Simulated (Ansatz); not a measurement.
`F[SiH2]CC[SiH3]` and `[SiH3]CC[SiH2]Cl` differ in one element.

Ansatz, PBE0-D4/def2-TZVP geometries, multiplicity 1. Each molecule was computed in one conformer, which needn't be the lowest.

```
                                          property  `F[SiH2]CC[SiH3]`
  size of the dipole moment (B3LYP/def2-TZVPP) / D               1.67
             LUMO energy (ωB97M-V/def2-TZVPP) / eV               1.80
size of the dipole moment (ωB97M-V/def2-TZVPP) / D               1.66
                 HOMO energy (PBE/def2-TZVPP) / eV              -7.19
                 LUMO energy (PBE/def2-TZVPP) / eV              -0.67
               LUMO energy (B3LYP/def2-TZVPP) / eV              -0.05
```

(1) What does the change do to each property? (An estimate is asked.)

Results:

(1) Computed: 
```csv
property,`[SiH3]CC[SiH2]Cl`,shift
size of the dipole moment (B3LYP/def2-TZVPP) / D,1.80,0.13
LUMO energy (ωB97M-V/def2-TZVPP) / eV,1.90,0.10
size of the dipole moment (ωB97M-V/def2-TZVPP) / D,1.80,0.14
HOMO energy (PBE/def2-TZVPP) / eV,-7.11,0.08
LUMO energy (PBE/def2-TZVPP) / eV,-0.64,0.03
LUMO energy (B3LYP/def2-TZVPP) / eV,0.01,0.06
```

Dipoles are sizes alone; their direction can turn.

B3LYP here is the variant with VWN-RPA as its local correlation; programs differ in this.
